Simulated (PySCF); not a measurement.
One of the candidates below gave these computed data.

All candidates are C7H9NOSi.

- NMR, other nuclei: isotropic shieldings of nuclei other than C and H, by class: 193 (1 N), -296 (1 O), 413 (1 Si) ppm [GIAO PBE0/pcSseg-1]
- 1H NMR: chemical shifts (computed TMS as zero) by class: 9.96 (1 H), 8.08 (2 H), 6.85 (2 H), 4.85 (3 H), 3.57 (1 H) ppm [GIAO PBE0/pcSseg-1]
- 13C NMR: chemical shifts (computed TMS as zero) by class: 192.8 (1 C), 157.4 (1 C), 139.2 (2 C), 132.2 (1 C), 118.2 (2 C) ppm [GIAO PBE0/pcSseg-1]
- Dipole: 5.22 D [PBE0/pcSseg-1]
- Rotational structure: rotational constants A, B, C: 4.414, 0.506, 0.456 GHz [GFN2-xTB]

Electronic properties: PySCF, gas phase, density fitting. Levels stand in brackets. The structure is a single GFN2-xTB conformer in the gas phase; no vibrational or solvent corrections. Each NMR value is the plain mean over a class of atoms that symmetry, rotation or inversion makes alike.

Question: Which candidate is it?
A. `C#C[SiH2]Cc1ncoc1C`
B. `O=Cc1ccc(N[SiH3])cc1`
C. `C=C1C=C(C(=O)[SiH2]N)C1=C`
D. `CC#C[SiH2]O/C(C#N)=C/C`

Answer: B. It is `O=Cc1ccc(N[SiH3])cc1`. Numbering: `[O:1]=[CH:2][c:3]1[cH:4][cH:5][c:6]([NH:7][SiH3:8])[cH:9][cH:10]1`. Its formula, C7H9NOSi, gives 5 degrees of unsaturation: 1 ring and 4 π bonds in the structure found (Kekulé form). 7 carbons fall into 5 classes; from least to most shielded: aldehyde carbon [C2] (192.8 ppm), aromatic carbon bearing nitrogen [C6] (157.4 ppm), aromatic CH carbon [C4/C10] (139.2 ppm, 2 C, up to 5.1 ppm apart in this geometry), substituted aromatic carbon [C3] (132.2 ppm), aromatic CH carbon [C5/C9] (118.2 ppm, 2 C, up to 6.8 ppm apart in this geometry). Hydrogen classes from least to most shielded: 1 H on an aldehyde carbon, C2 (9.96 ppm), 2 H on 2 aromatic CH carbons, C4/C10 (8.08 ppm, a mean of values up to 0.7 ppm apart in this geometry), 2 H on 2 aromatic CH carbons, C5/C9 (6.85 ppm), 3 H on an SiH3 silicon, Si8 (4.85 ppm), 1 H on a silicon-bound nitrogen, N7 (3.57 ppm). The other shieldings belong to: 193 ppm, silicon-bound nitrogen [N7]; -296 ppm, aldehyde oxygen [O1]; 413 ppm, SiH3 silicon [Si8]. The optimised geometry has point group Cs and is an asymmetric top.

The others, at the same levels:
- `C=C1C=C(C(=O)[SiH2]N)C1=C` fails: it has 7 carbon classes against 5; its computed 13C shifts are 231.4 (1 C), 158.6 (1 C), 157.2 (1 C), 155.4 (1 C), 149.8 (1 C), 114.0 (1 C), 107.3 (1 C) ppm, 1H shifts are 7.52 (1 H), 5.83 (1 H), 5.67 (1 H), 5.63 (1 H), 5.37 (1 H), 5.35 (2 H), 0.47 (2 H) ppm and rotational constant A is 2.641 GHz (against 4.414 GHz).
- `CC#C[SiH2]O/C(C#N)=C/C` fails: it has 7 carbon classes against 5; its computed 13C shifts are 135.3 (1 C), 131.9 (1 C), 118.3 (1 C), 116.1 (1 C), 83.1 (1 C), 17.4 (1 C), 6.0 (1 C) ppm, 1H shifts are 6.26 (1 H), 5.07 (2 H), 2.14 (3 H), 2.13 (3 H) ppm and rotational constant A is 1.574 GHz (against 4.414 GHz).
- `C#C[SiH2]Cc1ncoc1C` fails: it has 7 carbon classes against 5; its computed 13C shifts are 153.5 (1 C), 150.4 (1 C), 139.5 (1 C), 104.5 (1 C), 88.8 (1 C), 14.8 (1 C), 14.4 (1 C) ppm, 1H shifts are 7.57 (1 H), 4.53 (2 H), 2.56 (3 H), 2.34 (2 H), 1.79 (1 H) ppm and rotational constant A is 1.758 GHz (against 4.414 GHz).

Each candidate is one conformer, not necessarily the lowest. Dipoles, sizes and rotational constants follow the conformer. The torsions of the flexible species, by atom-mapped SMILES:
- `[O:1]=[CH:2][c:3]1[cH:4][cH:5][c:6]([NH:7][SiH3:8])[cH:9][cH:10]1`: O1–C2–C3–C4 0°, C5–C6–N7–Si8 -179°
- `[CH2:1]=[C:2]1[CH:3]=[C:4]([C:5](=[O:6])[SiH2:7][NH2:8])[C:9]1=[CH2:10]`: C3–C4–C5–O6 177°, C4–C5–Si7–N8 170°, H–N8–Si7–C5 167°, H–N8–Si7–C5 19°
- `[CH3:1][C:2]#[C:3][SiH2:4][O:5]/[C:6]([C:7]#[N:8])=[CH:9]/[CH3:10]`: C3–Si4–O5–C6 59°, Si4–O5–C6–C7 15°
- `[CH:1]#[C:2][SiH2:3][CH2:4][c:5]1[n:6][cH:7][o:8][c:9]1[CH3:10]`: C2–Si3–C4–C5 69°, Si3–C4–C5–N6 87°
